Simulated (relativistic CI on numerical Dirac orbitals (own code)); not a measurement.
Electric-dipole lines of Pb⁷⁷⁺

Computed by Dirac-Coulomb-Breit CI, separate exchange-only KLI orbitals for each configuration, QED by a radiative potential, unscaled Slater integrals (own radial code, finite nucleus).

CI space (outside the closed core 1s2): 2s²2p, 2s2p², 2p³, 2p²3s, 2s²3s, 2p²3p, 2s²3p, 2p²3d, 2s²3d, 2s2p3s, 2s2p3p, 2s2p3d, 2s²4s, 2s²4p, 2s²4d, 2s²4f. Levels of other configurations are missing.

| λ vac (nm) | Lower | Upper | A (s⁻¹) | E lower (Ry) | E upper (Ry) |
| --- | --- | --- | --- | --- | --- |
| 0.08589 | 2s2p² ⁴P3/2 [4] | 2s2p3d ⁴D°3/2 [65] | 1.89e+15 | 190.16 | 1251.18 |
| 0.08591 | 2s²2p ²P°1/2 [1] | 2s²3d ²D3/2 [27] | 2.42e+15 | 0.00 | 1060.72 |
| 0.08593 | 2s2p² ⁴P3/2 [4] | 2s2p3d ⁴D°5/2 [64] | 1.13e+15 | 190.16 | 1250.66 |
| 0.08605 | 2s2p² ²D3/2 [7] | 2s2p3d ²F°5/2 [72] | 2.39e+15 | 199.77 | 1258.82 |
| 0.08612 | 2s2p² ²D5/2 [5] | 2s2p3d ⁴F°7/2 [66] | 2.46e+15 | 193.31 | 1251.39 |
| 0.08618 | 2s2p² ²D5/2 [5] | 2s2p3d ⁴D°5/2 [64] | 1.27e+15 | 193.31 | 1250.66 |
| 0.08629 | 2p³ ²D°5/2 [13] | 2p²3d ²F7/2 [122] | 2.45e+15 | 395.03 | 1451.07 |
| 0.08629 | 2s2p² ⁴P1/2 [2] | 2s2p3d ⁴D°1/2 [36] | 3.05e+15 | 24.09 | 1080.11 |
| 0.08632 | 2s2p² ⁴P1/2 [2] | 2s2p3d ²P°3/2 [35] | 2.93e+15 | 24.09 | 1079.80 |
| 0.08655 | 2p³ ²P°3/2 [8] | 2p²3d ²D3/2 [94] | 2.74e+15 | 224.57 | 1277.40 |
| 0.08659 | 2p³ ²P°3/2 [8] | 2p²3d ²D5/2 [93] | 3.08e+15 | 224.57 | 1276.98 |
| 0.10102 | 2s²2p ²P°3/2 [3] | 2s²3d ²D5/2 [31] | 8.37e+14 | 173.09 | 1075.18 |
| 0.10121 | 2s²2p ²P°3/2 [3] | 2s²3d ²D5/2 [29] | 1.65e+15 | 173.09 | 1073.46 |
| 0.10122 | 2s2p² ⁴P5/2 [9] | 2s2p3d ⁴D°7/2 [76] | 3.30e+15 | 364.58 | 1264.88 |
| 0.10127 | 2s2p² ⁴P5/2 [9] | 2s2p3d ²D°5/2 [75] | 1.86e+15 | 364.58 | 1264.38 |
| 0.10129 | 2s2p² ⁴P3/2 [4] | 2s2p3d ⁴P°5/2 [37] | 2.19e+15 | 190.16 | 1089.84 |
| 0.10131 | 2p³ ²P°3/2 [15] | 2p²3d ²D5/2 [132] | 1.88e+15 | 570.14 | 1469.64 |
| 0.10137 | 2s2p² ²D5/2 [5] | 2s2p3d ²F°7/2 [38] | 2.43e+15 | 193.31 | 1092.27 |
| 0.10145 | 2s2p² ²P3/2 [11] | 2s2p3d ²D°5/2 [84] | 2.51e+15 | 373.97 | 1272.18 |
| 0.10161 | 2p³ ⁴S°3/2 [12] | 2p²3d ²D5/2 [100] | 2.44e+15 | 393.36 | 1290.19 |
| 0.10170 | 2p³ ²P°3/2 [15] | 2p²3d ²P3/2 [131] | 3.59e+15 | 570.14 | 1466.18 |
| 0.10171 | 2p³ ²P°3/2 [15] | 2p²3d ²D5/2 [130] | 3.00e+15 | 570.14 | 1466.07 |
| 0.10173 | 2p³ ²D°5/2 [13] | 2p²3d ²F7/2 [101] | 3.88e+15 | 395.03 | 1290.76 |
| 0.10177 | 2p³ ⁴S°3/2 [12] | 2p²3d ²F5/2 [99] | 1.44e+15 | 393.36 | 1288.79 |
| 0.10198 | 2s2p² ²P1/2 [6] | 2s2p3d ²P°3/2 [40] | 1.80e+15 | 199.66 | 1093.27 |
| 0.10199 | 2s2p² ²D3/2 [7] | 2s2p3d ²F°5/2 [39] | 1.91e+15 | 199.77 | 1093.22 |
| 0.10200 | 2p³ ²P°3/2 [8] | 2p²3d ²D5/2 [43] | 2.40e+15 | 224.57 | 1117.99 |
| 0.10222 | 2p³ ²P°1/2 [14] | 2p²3d ²D3/2 [102] | 2.33e+15 | 400.06 | 1291.52 |
| 0.29024 | 2s²3d ²D3/2 [27] | 2s²4f ²F°5/2 [109] | 5.04e+14 | 1060.72 | 1374.69 |
| 0.29989 | 2s²3d ²D5/2 [29] | 2s²4f ²F°7/2 [110] | 3.48e+14 | 1073.46 | 1377.33 |

Terms are leading LS components. Brackets give the number of a level in order of energy, since labels repeat. The list gives strong lines, with weight on those to low levels, without lines whose two gauges differ by over a factor of 2.5. Levels whose partners in the same complex of configurations lie outside the list can be far off, and so can their lines. Rates are taken at the computed energies, electric ones in the length gauge.

At this charge energies of transitions that change n are usually good to better than 1 %, and those within a shell (Δn = 0) to a few per cent.

LS names give the leading component of a level, which can be under half, so a name can repeat, a term be missing and a line seem to break the LS rules.
